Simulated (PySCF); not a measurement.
**Two-component Hartree-Fock for Cs³⁴⁺ (caesium, charge +34)**

Start: [Ar] 3d3; 3d3/2 filled at m_j = -1/2, +1/2, +3/2. Calculated with PySCF 2.14 in an uncontracted even-tempered set (16 s from 6.2 bohr⁻², ratio 2.8; 12 p from 8.1 bohr⁻², ratio 2.8; 8 d from 8.1 bohr⁻², ratio 2.8; 3 f from 26 bohr⁻², ratio 3): generalised Hartree-Fock with the X2C-1e Hamiltonian and a Gaussian nucleus; one run each with spin-orbit coupling (SO) switched off, then screened by Boettger's factors.

| spinor shell | electrons | ε, spin-free (eV) | ε, screened SO (eV) | weight of nominal j (screened SO) | rms radius, screened SO (bohr) |
| --- | --- | --- | --- | --- | --- |
| 1s1/2 | 2 | -37848.4 | -37842.7 | 1.000 | 0.0298 |
| 2s1/2 | 2 | -7416.3 | -7413.8 | 1.000 | 0.120 |
| 2p1/2 | 2 | -6823.8 | -7078.3 | 1.000 | 0.104 |
| 2p3/2 | 4 | -6823.8 | -6707.5 | 1.000 | 0.109 |
| 3s1/2 | 2 | -2647.8 | -2647.0 | 1.000 | 0.300 |
| 3p1/2 | 2 | -2449.4 | -2516.8 | 0.993 | 0.289 |
| 3p3/2 | 4 | -2449.4 | -2418.2 | 0.996 | 0.300 |
| 3d3/2 | 3 | -2230.7 | -2235.0 | 0.959 | 0.262 |

```tsv
quantity	spin-free	screened SO
E (hartree)	-6941.16071	-6944.66079
M_J	3/2	3/2
⟨J²⟩	6.751	4.065
⟨L²⟩	12.001	9.123
⟨S²⟩	3.750	2.484
```

The determinant has a definite M_J but mixes levels of different J.

Each row is a mean over spinors that exchange with the open shell spreads, by up to 16.586 eV (3p1/2).

Breit and QED terms are absent; they matter most for the inner s and p1/2 levels.

Densities and radii are taken from the X2C orbitals without a picture-change correction, which distorts them close to the nucleus.

Without spin-orbit coupling the j labels of p, d and f shells carry no meaning; the spin-free column gives the mean over the occupied spinors of each nl shell, and its ⟨J²⟩ belongs to a mixture of degenerate components.
